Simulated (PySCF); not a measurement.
¹⁵N chemical shifts

Computed data (PySCF 2.14): geometry: GFN2-xTB, PBE0/pcSseg-1 with gauge-including orbitals. In vacuum, non-relativistic Hamiltonian, single conformer, fast rotation and ring inversion assumed for equivalent nuclei.

Shieldings were converted by a linear fit to measured shifts: ¹⁵N: δ = -148.07 − 0.921σ (rms 6.3 ppm, 71 shifts vs CH3NO2, solution or neat liquid). A few per cent of atoms miss by over 2 rms, more outside the fitted compound classes.

Problem. Give the ¹⁵N shifts of `CN[Si@@H]1NC[C@@H](CF)N1`, `C#CC[Si@@H]1C[C@H](C#N)CN1`, `C#CCN[Si@H]1C[C@H](C#N)C1`, `CO[SiH2]N[SiH3]`, `CC#Cc1ccn([SiH3])c1F`.

Solution. 
```
                                                               compound                                             environment  δ (ppm)
      [CH3:1][NH:2][Si@@H:3]1[NH:4][CH2:5][C@@H:6]([CH2:7][F:8])[NH:9]1   N9: nitrogen bonded to C, Si, H, in a 5-membered ring   -358.9
      [CH3:1][NH:2][Si@@H:3]1[NH:4][CH2:5][C@@H:6]([CH2:7][F:8])[NH:9]1                         N2: nitrogen bonded to C, Si, H   -360.6
      [CH3:1][NH:2][Si@@H:3]1[NH:4][CH2:5][C@@H:6]([CH2:7][F:8])[NH:9]1   N4: nitrogen bonded to C, Si, H, in a 5-membered ring   -362.0
[CH:1]#[C:2][CH2:3][Si@@H:4]1[CH2:5][C@H:6]([C:7]#[N:8])[CH2:9][NH:10]1                                    N8: nitrile nitrogen   -122.9
[CH:1]#[C:2][CH2:3][Si@@H:4]1[CH2:5][C@H:6]([C:7]#[N:8])[CH2:9][NH:10]1  N10: nitrogen bonded to C, Si, H, in a 5-membered ring   -364.7
 [CH:1]#[C:2][CH2:3][NH:4][Si@H:5]1[CH2:6][C@H:7]([C:8]#[N:9])[CH2:10]1                                    N9: nitrile nitrogen   -119.7
 [CH:1]#[C:2][CH2:3][NH:4][Si@H:5]1[CH2:6][C@H:7]([C:8]#[N:9])[CH2:10]1                         N4: nitrogen bonded to C, Si, H   -358.0
                                                        CO[SiH2]N[SiH3]                              nitrogen bonded to 2 Si, H   -393.7
                                                   CC#Cc1ccn([SiH3])c1F                              pyrrole-type ring nitrogen   -254.0
```
